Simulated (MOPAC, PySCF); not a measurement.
Donor–acceptor adduct: BH3 (SMILES B) (first 4 atoms) with C2H6O (SMILES COC); geometry from B3LYP-D3(BJ)/def2-TZVP, rigid monomers moved along the line of their centres of mass till B1···O6 is 2.31 Å.
(charge 0, multiplicity 1):
```xyz
13

B      0.14919     0.22652     1.09459
H      1.28059     0.51303     0.80576
H     -0.68600     1.01995     0.75031
H     -0.14383    -0.93133     0.90094
C     -1.19757     0.11755     3.98348
O      0.10432     0.30544     3.40441
C      1.11899    -0.48242     4.04881
H     -1.14399     0.34944     5.04680
H     -1.52644    -0.91183     3.82715
H     -1.86493     0.80323     3.47275
H      1.12957    -0.23805     5.11063
H      2.06088    -0.21463     3.58244
H      0.91424    -1.54417     3.89723
```

Monomers are frozen at their geometry in the pair; levels with a basis set take the counterpoise correction. Rows marked so take none.

Rows in 6-31G*, STO-3G carry no dispersion term and start afresh at each structure (6-31G* with six Cartesian d functions). The state that PM6, PM7 reach isn't checked; PM7 holds dispersion and hydrogen-bond terms.

The values were computed with MOPAC for PM6, PM7 (differences of heats of formation); PySCF for 6-31G* rows, STO-3G rows. Each number belongs to the level named beside it.

Problem. One of these levels gives -18.83 kcal/mol for the interaction energy. Name it.
(A) PM7
(B) HF/6-31G* (no counterpoise)
(C) PM6
(D) HF/STO-3G (no counterpoise)

Solution. D, HF/STO-3G (no counterpoise). The others give -10.19 (PM6), -8.96 (PM7), -13.43 (HF/6-31G* (no counterpoise))
